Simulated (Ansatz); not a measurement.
Ansatz (an electronic-structure program) input (CCSD(T)/def2-SVPD):

Ansatz 0.2 input:
```yaml
crystal:
  periodic: [false, false, false]
  atoms:
    - {symbol: Si, position_ang: [-0.16513467, 0.01419028, -0.12126737]}
    - {symbol: Br, position_ang: [-0.63329336, -1.59610348, 1.24387790]}
    - {symbol: Br, position_ang: [-0.15542450, 1.99028727, 0.75169394]}
    - {symbol: Br, position_ang: [1.35534980, -0.43346442, -1.58920719]}
    - {symbol: O, position_ang: [-1.65264368, 0.14227750, -1.21389874]}
    - {symbol: H, position_ang: [-2.47928909, 0.54798651, -0.89598058]}
    - {symbol: H, position_ang: [-1.81979412, -0.51004847, -1.91784899]}
basis:
  gaussian:
    orbitals: def2-SVPD
total_charge: 1
magnetization: {spin_polarized: false}
correlation: {method: ccsd_t, electrons: outside_noble_gas}
output: {forces: true}
```

Output:

```
Functional definition: HF
integrals: 0.76 GiB planned
1788 factors; integrals over basis functions are off by at most 9.5e-4 eV
mean field: 2.14 GiB planned
mean field evaluation 1: about -219892.9690 eV, gradient 3.7e1 eV
mean field evaluation 2: about -219893.0843 eV, gradient 3.7e1 eV
mean field evaluation 4: about -219895.8604 eV, gradient 2.6e0 eV
mean field evaluation 8: about -219895.8913 eV, gradient 1.7e-1 eV
mean field evaluation 16: about -219894.9766 eV, gradient 2.0e1 eV
mean field -219895.89141217 eV, -8081.0249586085 hartree, gradient 1.5e-6 eV, S^2 0.000000; 0 other end points of the search recorded, 0 dependent functions left out
48 core orbitals not correlated
reference -219895.89141217 eV, -8081.0249586085 hartree; 16, 16 occupied and 122, 122 virtual orbitals, 1788 factors
densities: 2.58 GiB planned
second order -18.10539000 eV of doubles, -0.00000000 eV of singles
coupled cluster: 1.41 GiB planned
cycle   1  -18.68787933 eV  change   -5.8e-1 eV  update   9.7e-2
cycle   2  -19.07179929 eV  change   -3.8e-1 eV  update   2.6e-2
cycle   3  -19.15322389 eV  change   -8.1e-2 eV  update   1.3e-2
cycle   4  -19.14748314 eV  change    5.7e-3 eV  update   2.9e-3
cycle   5  -19.14637165 eV  change    1.1e-3 eV  update   1.1e-3
cycle   6  -19.14627549 eV  change    9.6e-5 eV  update   2.9e-4
cycle   7  -19.14621285 eV  change    6.3e-5 eV  update   9.9e-5
cycle   8  -19.14621421 eV  change   -1.4e-6 eV  update   3.0e-5
cycle   9  -19.14621833 eV  change   -4.1e-6 eV  update   9.3e-6
cycle  10  -19.14621448 eV  change    3.9e-6 eV  update   3.0e-6
perturbative correction -0.60828280 eV, -0.0223539806 hartree
the calculation of the forces begins
Total energy: -219915.64590945 eV, -8081.7509229936 hartree
Atom 0 at    -0.165135     0.014190    -0.121267 Å, force     0.281037    -0.034538     0.217136 eV/Å
Atom 1 at    -0.633293    -1.596103     1.243878 Å, force    -0.071818    -0.222731     0.184264 eV/Å
Atom 2 at    -0.155424     1.990287     0.751694 Å, force    -0.017757     0.268340     0.100041 eV/Å
Atom 3 at     1.355350    -0.433464    -1.589207 Å, force     0.184185    -0.055638    -0.212862 eV/Å
Atom 4 at    -1.652644     0.142278    -1.213899 Å, force    -0.167595     0.084132    -0.195273 eV/Å
Atom 5 at    -2.479289     0.547987    -0.895981 Å, force    -0.128274     0.019118    -0.009083 eV/Å
Atom 6 at    -1.819794    -0.510048    -1.917849 Å, force    -0.079779    -0.058684    -0.084225 eV/Å
Dipole moment:    -1.059381    -0.012396    -0.670871 e Å
```

It need not be the lowest isomer of its formula.
